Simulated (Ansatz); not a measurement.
Consider the ligand exchange at the Si–C bond: `CO[SiH](C)C#N` + H₂Se → `CO[SiH](C)[SeH]` + `C#N`.

Isolated molecules relaxed with PBE0-D4/def2-TZVP in Ansatz; ΔE leaves out vibrations. CCSD(T)/CBS adds triple-zeta CCSD(T) − MP2 to the extrapolated MP2 energy (def2 sets, frozen cores). This one scheme is used for every species. DFT in def2-TZVPP. B3LYP here is the variant with VWN-RPA as its local correlation; programs differ in this. For Se outer-core shells are correlated without core-valence functions, which leaves a few kJ/mol of doubt a bond. Scalar relativity is left out up to krypton. Each species was taken in one conformer, which may not be the lowest.

| level | ΔE (kcal/mol) | difference from CCSD(T)/CBS |
| --- | --- | --- |
| PBE-D4 | -5.8 | -0.3 |
| r2SCAN-D4 | -4.9 | 0.6 |
| PBE0-D4 | -5.7 | -0.2 |
| B3LYP-D4 | -4.4 | 1.1 |
| ωB97X-V | -4.2 | 1.3 |
| ωB97M-V | -4.4 | 1.1 |
| B2PLYP | -3.7 | 1.8 |
| PBE | -5.0 | 0.5 |
| r2SCAN | -4.7 | 0.8 |
| PBE0 | -5.0 | 0.5 |
| B3LYP | -3.0 | 2.5 |
| HF/def2-TZVPP | -1.8 | 3.7 |
| MP2/def2-TZVPP | -5.2 | 0.3 |
| SCS-MP2/def2-TZVPP | -4.0 | 1.5 |
| CCSD/def2-TZVPP | -3.8 | 1.7 |
| CCSD(T)/def2-TZVPP | -4.2 | 1.3 |
| HF/def2-QZVPP | -1.6 | 3.9 |
| MP2/def2-QZVPP | -5.9 | -0.4 |
| SCS-MP2/def2-QZVPP | -4.6 | 0.9 |
| HF/CBS(def2) | -1.6 | 3.9 |
| MP2/CBS(def2) | -6.5 | -1.0 |
| CCSD/CBS(def2) | -5.1 | 0.4 |
| CCSD(T)/CBS | -5.5 | 0 |

Largest T1 diagnostic among the species: 0.014.

In def2-TZVPP, CCSD(T) changes the Hartree–Fock value by −2.4 kcal/mol (the triples alone add −0.4 kcal/mol) and MP2 by −3.4 kcal/mol. The D4 term adds −1.4 kcal/mol with B3LYP and −0.7 kcal/mol with PBE0; it sums over pairs of atoms, weighted by their polarisabilities, and B3LYP, whose exchange is more repulsive, gets the larger term.

CCSD(T)/CBS has its own doubt, a few kJ/mol and more with outer-core shells, so smaller differences from it don't rank the levels.
